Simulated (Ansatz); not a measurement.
Species: C₂H₉P₂Si, charge 0, multiplicity 2. It need not be the lowest isomer of its formula. 
Geometry from a B3LYP-D3(BJ)/def2-TZVP (Ansatz, a quantum-chemistry and plane-wave program) optimisation:
```
Si
C 1 1.8320
H 2 1.0843 1 122.44
H 2 1.0849 3 114.66 1 -174.93
C 1 1.8753 2 111.46 3 169.22
H 5 1.0912 1 110.98 2 179.49
H 5 1.0916 6 108.25 1 -121.58
H 5 1.0922 6 107.94 7 -116.94
P 1 2.2743 2 108.40 3 49.05
H 9 1.4196 1 93.97 2 -63.36
H 9 1.4202 10 93.62 1 94.99
P 1 2.2817 2 111.71 3 -70.31
H 12 1.4182 1 94.56 2 49.52
H 12 1.4207 13 93.92 1 96.08
```
Charge 0, spin multiplicity 2.

Total electronic energies in hartree. Valence correlation only, unless marked. UHF or UKS for open shells. Spin-orbit coupling is left out. No relativistic terms. Basis-set limits of correlation are two-point, X^-3; Hartree-Fock from the larger set.

```csv
level,program,energy (Eh)
PBE/def2-TZVPD,Ansatz,-1053.26861
PBE0/def2-TZVPD,Ansatz,-1053.37618
CAM-B3LYP-D4/def2-TZVPD,Ansatz + dftd4,-1053.83449
B2GP-PLYP-D4/def2-TZVPD,Ansatz + dftd4,-1053.25496
"MP2/CBS(cc-pV(T+d)Z,cc-pV(Q+d)Z)",Ansatz,-1052.3172
CCSD(T)/6-31G,Ansatz,-1051.55803
CCSD(T)/6-31G*,Ansatz,-1051.93388
CCSD(T)/cc-pV(T+d)Z,Ansatz,-1052.32642
"CCSD(T)/CBS(cc-pV(T+d)Z,cc-pV(Q+d)Z)",Ansatz,-1052.4240
```

Totals of different functionals don't rank their quality; only differences between species are comparable.
